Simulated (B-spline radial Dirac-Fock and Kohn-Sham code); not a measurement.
**Photoionisation of osmium ions at Mo Kα (17479.3 eV)**

Calculated with an atomic code on a B-spline grid, using Dirac-Hartree-Slater photoionisation with all multipoles and Dirac-Fock thresholds. Cross sections in kb; a dash marks an empty subshell or a threshold above the photon energy.

| ion | configuration | total | 2p3/2 | 3s | 4p3/2 | 4f7/2 | 5p3/2 |
| --- | --- | --- | --- | --- | --- | --- | --- |
| Os | [Xe] 4f14 5d6 6s2 | 30.70 | 10.8 | 1.31 | 0.441 | 0.00583 | 0.0689 |
| Os²⁺ | [Xe] 4f14 5d6 | 30.70 | 10.8 | 1.31 | 0.440 | 0.00583 | 0.0691 |
| Os³⁺ | [Xe] 4f14 5d5 | 30.70 | 10.8 | 1.31 | 0.441 | 0.00584 | 0.0705 |
| Os⁴⁺ | [Xe] 4f14 5d4 | 30.70 | 10.8 | 1.31 | 0.441 | 0.00585 | 0.0723 |
